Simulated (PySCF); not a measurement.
Isomers of C4H5F2N and their computed core-level spectra.

Method: PySCF 2.14.0, delta-SCF UKS SCAN, pcX-2 on the ionised atom, pcseg-1 elsewhere, spin-free X2C. Geometries: GFN2-xTB; isolated species, one conformer each.

Line lists (1s up to Mg, 2p3/2 beyond; areas count atoms within a level, one atom standing for each set equivalent by bonding):
1. C 1s: 291.30 (area 1), 291.50 (area 1), 292.40 (area 1), 296.01 (area 1) eV; N 1s: 404.66 eV; F 1s: 693.41 eV
2. C 1s: 291.44 (area 1), 291.98 (area 1), 293.15 (area 1), 297.16 (area 1) eV; N 1s: 406.24 eV; F 1s: 693.82 eV
3. C 1s: 290.89 (area 1), 291.32 (area 1), 292.58 (area 1), 295.71 (area 1) eV; N 1s: 404.73 eV; F 1s: 693.28 eV

Structures:
A. `[H]/N=C(\C=C)C(F)F`
B. `[H]/N=C\C=C/C(F)F`
C. `CCC(F)(F)C#N`

**Question.** Match each list to its structure.

**Answer.** 
- 1 = B: another candidate has the same counts of sites, so positions decide. C 1s: 291.30 alkene CH carbon, 291.50 alkene CH carbon, 292.40 imine carbon, 296.01 CHF2 carbon; N 1s: 404.66 imine nitrogen; F 1s: 693.41 fluorine of a CF2 group (×2).
- 2 = C: another candidate has the same counts of sites, so positions decide. C 1s: 291.44 methyl carbon, 291.98 chain CH2 carbon, 293.15 nitrile carbon, 297.16 CF2 carbon; N 1s: 406.24 nitrile nitrogen; F 1s: 693.82 fluorine of a CF2 group (×2).
- 3 = A: another candidate has the same counts of sites, so positions decide. C 1s: 290.89 terminal =CH2 carbon, 291.32 alkene CH carbon, 292.58 imine carbon, 295.71 CHF2 carbon; N 1s: 404.73 imine nitrogen; F 1s: 693.28 fluorine of a CF2 group (×2).

2 of these hole states are spin-contaminated (⟨S²⟩ up to 0.91, against 0.75; counted from 0.85) and less certain.
